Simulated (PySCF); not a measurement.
# A bond scan of GeH2O

All numbers below are calculated, not measured. The program is PySCF 2.14.0, an open-source quantum chemistry code, run on an isolated molecule that a program drew, which may never have been made. The molecule is GeH2O (charge 0, singlet), drawn as the SMILES string `[OH][GeH]`.

The structure below is the HF double-zeta minimum with every atom moved a little at random, so it isn't optimised. Bond Ge2-H4 is then set to each length in the table by shifting atom 4 along it, with nothing else relaxed.
```xyz
4
GeH2O, angstrom
O    -0.7218    2.1672    1.0204
Ge    0.5921    3.2864    0.9499
H    -0.7197    1.5184    1.4309
H     1.3197    2.6244    2.0758
```

E is the energy above the same method's energy at the HF double-zeta minimum. IE is the energy to remove one electron at fixed geometry, to the doublet state of charge +1, as a difference of total energies. The basis family is cc-pVnZ, with UHF for radicals and no spin-orbit coupling. Best is HF at quadruple zeta, plus MP2 correlation extrapolated from triple and quadruple zeta, plus CCSD(T) minus MP2 at triple zeta, with a frozen core. The other columns are at triple zeta. Germanium has the cc-pVnZ-PP basis, with a core potential (ECP10MDF) in place of its 10 inner electrons, and its 3s, 3p and 3d shells are frozen in MP2 and coupled-cluster steps.

```
bond (Å)  E CCSD (kcal/mol)  E r2SCAN (kcal/mol)  E CCSD(T) (kcal/mol)  E best (kcal/mol)  IE CCSD (eV)  IE r2SCAN (eV)  IE CCSD(T) (eV)  IE best (eV)     T1
  1.4151              45.90                45.44                 46.86              45.93         9.378           9.357            9.376         9.503  0.015
  1.4851              41.03                40.76                 41.95              41.09         9.409           9.378            9.405         9.531  0.015
  1.4951              40.55                40.30                 41.46              40.61         9.412           9.380            9.409         9.534  0.015
  1.5161              39.69                39.48                 40.59              39.77         9.418           9.382            9.414         9.540  0.015
  1.5861                  ?                    ?                     ?                  ?             ?               ?                ?             ?      ?
  1.9301              46.91                46.30                 47.43              46.84         9.194           9.106            9.199         9.332  0.017
```

T1 is the CCSD diagnostic of the starting molecule.

**Estimate the best E and IE at 1.5861 Å from the other rows.**

A least-squares cubic in the inverse of the bond length through the other values of E best gives 38.24 kcal/mol there. A least-squares quadratic in the bond length through IE best gives 9.544 eV. The calculation gives 38.22 kcal/mol and 9.549 eV, so the fits miss by 0.02 kcal/mol and 0.005 eV. The same recipe one zeta lower moves these two values by 1.15 kcal/mol and 0.04 eV, a gauge of their own error. The rest of the row: E is 38.13 (CCSD), 37.97 (r2SCAN), 38.99 (CCSD(T)); IE is 9.427 (CCSD), 9.380 (r2SCAN), 9.423 (CCSD(T)); T1 is 0.015.
